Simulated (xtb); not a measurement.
xtb input:

```bash
xtb mol.xyz --gfn 2 --ohess tight --chrg 1 --uhf 0
```
mol.xyz:
```
3

Br    -1.75509424    -0.05645978     0.00290330
B      0.01678535    -0.03648599     0.00432231
Br     1.74157719     0.03247898    -0.06357512
```

Question: Predict the final energy.

Answer: -8.93234 Eh (GFN2-xTB).
